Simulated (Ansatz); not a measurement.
A calculation with Ansatz (development build ahead of 0.2.0).

```yaml
crystal:
  periodic: [false, false, false]
  atoms:
    - { symbol: Co, position_ang: [0.0, 0.0, 0.0] }
    - { symbol: B, position_ang: [0.0, 0.0, 1.932] }
basis:
  gaussian: { orbitals: pcseg-2 }
magnetization:
  spin_polarized: true
hamiltonian:
  xc: pbe0
```

The input is written out in the form of the current development build from the run's settings.

Results

```json
{"Converged": "yes", "Total energy": "-1407.21383 hartree", "Spin squared of the determinant": "1.738", "Stability test": "minimum"}
```

Caution: another spin multiplicity may lie lower; the unrestricted determinant is a mixture of spin states.
